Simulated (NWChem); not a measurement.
Molecule: BHClF; SMILES FBCl

```xyz
4

B     -0.5351    -0.5572     0.0000
H     -1.7222    -0.7465     0.0000
F      0.2947    -1.5725     0.0000
Cl     0.1167     1.0616     0.0000
```
Atoms are numbered in this order, from 1.

All runs: NWChem. Geometry optimised at PBE0/def2-SVP; all other runs use it.  Vzz has the sign of the potential's second derivative.

| quantity | level | value |
|---|---|---|
| isotropic polarisability (bohr³), static | LDA (Slater exchange, VWN5)/def2-SVPD | 30.8 |
| vertical, lowest excitation, singlet (eV) | PBE/aug-cc-pVDZ, full TDDFT | 5.99 |
| Vzz Cl4 (a.u.) | CAM-B3LYP/def2-SVP | ? |
| vertical ionisation energy, ΔSCF (eV) | BHandHLYP/def2-SVPD | 12.38 |
| dipole (D) | PBE0/def2-SVP | ? |
| highest harmonic frequency (cm⁻¹) | PBE0/def2-SVP | ? |

Question: Some entries are withheld; supply them.

Answer: 
- Vzz Cl4 (a.u.), value: 1.860
- dipole (D), value: 0.64
- highest harmonic frequency (cm⁻¹), value: 2702
